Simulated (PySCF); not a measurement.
Computed spin Hamiltonian

C₅H₁₀NSi₂ (doublet state).
Geometry (GFN2-xTB, Å), atoms numbered from 1 in this order:
```
atom  x, y, z in Å
C1     2.884   -2.021    0.584
C2     1.988   -1.255    0.821
Si3    0.605   -0.055    1.144
Si4    0.901    2.082    0.367
N5    -0.459    1.958   -0.680
C6    -1.168    0.728   -0.945
C7    -0.804   -0.381   -0.025
C8    -1.528   -1.666   -0.193
H9     3.672   -2.691    0.386
H10    0.216   -0.303    2.548
H11    2.131    2.401   -0.378
H12    0.658    3.210    1.278
H13   -0.719    2.698   -1.311
H14   -2.255    0.919   -0.879
H15   -0.989    0.403   -1.990
H16   -1.163   -2.208   -1.072
H17   -2.598   -1.506   -0.340
H18   -1.379   -2.307    0.673
```

The hyperfine couplings belong to this conformer and change with its torsions.

The species is `C#C[Si@H]1[SiH2]NC[C]1C` [radical].

Method used: PySCF, UKS B3LYP, pcH-1 on C H N Si, non-relativistic, mean-field spin-orbit, GIAO. Geometry: GFN2-xTB; no solvent, vibrations or thermal averaging. The geometry wasn't refined by DFT: couplings that depend on bond lengths, twists or pyramidal angles can differ widely from those at the functional's own minimum. The SCF solution wasn't tested for stability.

```json
{
 "g1, g2, g3": "2.00222, 2.00256, 2.00300",
 "g_iso": "2.00259",
 "Form of g": "rhombic: the two nearest values differ by 42 % of g3 − g1",
 "⟨S²⟩": "0.7539 (exact 0.7500)",
 "HOMO–LUMO gap, α and β orbitals": "5.34, 4.05 eV",
 "Basis functions": "320"
}
```

Isotropic coupling and dipolar principal values T1 to T3, in G (MHz turned into gauss with g_iso; 10 G = 1 mT):

| atom | isotope | a_iso | of which spin–orbit | T1 | T2 | T3 | Mulliken spin population |
| --- | --- | --- | --- | --- | --- | --- | --- |
| C1 | 13C | 1.9 | 0.0 | -0.6 | 0.0 | 0.6 | 0.01 |
| C2 | 13C | 16.6 | 0.0 | -0.8 | -0.6 | 1.4 | 0.01 |
| Si3 | 29Si | 14.5 | 0.0 | -1.3 | -0.2 | 1.5 | -0.01 |
| Si4 | 29Si | 1.3 | 0.0 | -0.4 | 0.1 | 0.3 | 0.00 |
| N5 | 14N | -0.1 | 0.0 | -0.2 | 0.0 | 0.2 | 0.00 |
| C6 | 13C | -11.4 | 0.0 | -0.7 | 0.0 | 0.7 | -0.08 |
| C7 | 13C | 29.2 | 0.0 | -26.2 | -25.7 | 51.9 | 0.94 |
| C8 | 13C | -10.4 | 0.0 | -0.8 | 0.1 | 0.7 | -0.08 |
| H9 | 1H | 0.1 | 0.0 | -0.4 | -0.2 | 0.5 | 0.00 |
| H10 | 1H | 20.4 | 0.0 | -1.2 | -0.7 | 1.9 | 0.03 |
| H11 | 1H | 0.6 | 0.0 | -0.4 | -0.4 | 0.7 | 0.00 |
| H12 | 1H | 0.9 | 0.0 | -0.4 | -0.3 | 0.7 | 0.00 |
| H13 | 1H | -0.7 | 0.0 | -0.6 | -0.5 | 1.1 | 0.00 |
| H14 | 1H | 33.2 | 0.0 | -1.6 | -1.4 | 3.0 | 0.04 |
| H15 | 1H | 39.8 | 0.0 | -1.8 | -1.1 | 2.9 | 0.05 |
| H16 | 1H | 43.7 | 0.0 | -1.7 | -1.2 | 2.9 | 0.05 |
| H17 | 1H | 21.3 | 0.0 | -1.5 | -1.3 | 2.9 | 0.03 |
| H18 | 1H | 4.7 | 0.0 | -1.6 | -1.4 | 3.0 | 0.01 |

The largest Mulliken spin populations are on C7 (+0.94), C6 (-0.08) and C8 (-0.08). No atom but C7 exceeds +0.15. The angles at C7 add up to 359.8°, so it is planar.

Axes: g3 points within 11° of the Si3–C7 bond.

Under fast tumbling the dipolar parts average out, and these isotropic splittings remain (the largest six): 1 × 1H (H15, I = 1/2, 2 lines) with 3.98 mT, 1 × 1H (H14, I = 1/2, 2 lines) with 3.32 mT, 3 × 1H (H16/H17/H18, I = 1/2, 4 lines) with 2.32 mT, 1 × 1H (H10, I = 1/2, 2 lines) with 2.04 mT, 1 × 1H (H12, I = 1/2, 2 lines) with 0.09 mT and 1 × 1H (H13, I = 1/2, 2 lines) with 0.07 mT.

Nuclei that the bonding pattern makes equivalent are averaged, as if the motion that swaps them (rotation, inversion, ring flip) were fast. The three 1H nuclei of mean +65.0 MHz run from 13.1 to 122.4 MHz in the frozen geometry.

The 13C coupling of C7 (82.0 MHz) shows only in satellite lines or after enrichment, since that isotope makes up about 1.07 % of natural carbon.

The 29Si coupling of Si3 (40.8 MHz) shows only in satellite lines or after enrichment, since that isotope makes up about 4.7 % of natural silicon.
